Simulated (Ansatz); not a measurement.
`[NH]=[Mo](=[NH])([OH])[OH]`. The species carries charge 0 and has multiplicity 1. Correlated methods include outer-core shells of Mo, which these sets cover unevenly. Mo takes the def2 core potential.

Cartesian coordinates in Å:
```
N 0.793 1.450 0.083
Mo -0.118 -0.008 -0.053
N 0.744 -1.350 0.604
O -0.432 -0.373 -1.883
O -1.724 0.231 0.919
H 1.597 2.002 0.348
H 1.533 -1.795 1.051
H -0.338 0.341 -2.518
H -2.055 -0.499 1.448
```

**Question.** Give the diagnostics of a CCSD(T)/def2-TZVPP run (frozen core, Ansatz 0.2.0). (An estimate is asked.)

**Answer.** Ansatz gave: T1 = 0.0221, largest single amplitude 0.036, largest double 0.039, (T) share of the correlation energy 5.6 %, 14 CCSD cycles. The RHF solution is stable towards an unrestricted one. T1 lies over the customary mark of 0.02 for closed shells; compounds of d metals often pass it without a breakdown.
